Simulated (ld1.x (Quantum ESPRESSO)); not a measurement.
# Which change was made? (Mg, TM)

```json
{
  "Element": "Mg (Z = 12)",
  "Generator": "ld1.x (Quantum ESPRESSO) 7.5",
  "Type": "norm-conserving Troullier–Martins (Kleinman–Bylander form)",
  "Functional": "PW91",
  "Relativity": "non-relativistic",
  "Frozen core": "[He]",
  "Valence charge": "10",
  "Reference configuration": "2s2 2p6 3s1.5 3p0 (charge +0.5)",
  "Partial waves": "2p (bound): rc 0.75 bohr; 2s (bound): rc 0.90 bohr",
  "Local potential": "the s channel",
  "Core correction": "none"
}
```

Occupied shells without a wave of their own: 3s. They enter only through the test configuration that unscreens the potential.

Cutoffs, loose and tight: the cutoffs (Ry, on a coarse ladder) from which the occupation-weighted sum of valence levels, in a spherical-Bessel basis at the reference potential, stays within 10 and 1 mRy of its value at 400 Ry. They do not see the model core or the augmentation charge, which bear on the density cutoff. Test errors are all-electron minus pseudo excitation energies from the reference, over the configurations 2s2 2p6 3s2 3p0; 2s2 2p6 3s1 3p0; 2s2 2p6 3s0 3p0; 2s2 2p6 3s0 3p1; 2s2 2p5 3s2 3p0; 2s2 2p6 3s1 3p1; 2s2 2p6 3s0 3p2; variants that change the core or the reference have their own tests.

The base gives: outcome: generated; cutoff, loose: 230 Ry; cutoff, tight: over 300 Ry; bound ghosts: none; largest test error (meV): +234.

On the changes marked as counting shells twice: ld1.x takes every shell without a wave as core, so the model core holds the marked electrons as well and exchange and correlation see them twice. This cancels in the reference configuration, but the file is broken for other ones, and its errors say nothing about a proper core correction.

Q: After one change the result is: outcome: generated, misses its reference levels by 0.49 eV; cutoff, loose: 260 Ry; cutoff, tight: over 300 Ry; bound ghosts: none; largest test error (meV): +963. Which change was it?
A. core [He] 2s2, valence charge 8; reference 2p6 3s1 3p1; waves now 2p (bound): rc 0.70 bohr; 3s (bound): rc 2.75 bohr; core correction a·sin(br)/r model core, default radius (core density twice the valence density) (3p counted twice)
B. wave 2s (bound): rc 0.90 bohr becomes 2s (bound): rc 0.70 bohr
C. wave 2s (bound): rc 0.90 bohr becomes 2s (bound): rc 1.32 bohr

A: A. The others give: wave 2s (bound): rc 0.90 bohr becomes 2s (bound): rc 0.70 bohr → outcome: generated; cutoff, loose: 300 Ry; cutoff, tight: over 300 Ry; bound ghosts: none; largest test error (meV): +87 | wave 2s (bound): rc 0.90 bohr becomes 2s (bound): rc 1.32 bohr → outcome: generated, misses its reference levels by 0.24 eV; cutoff, loose: 230 Ry; cutoff, tight: over 300 Ry; bound ghosts: none; largest test error (meV): -594.
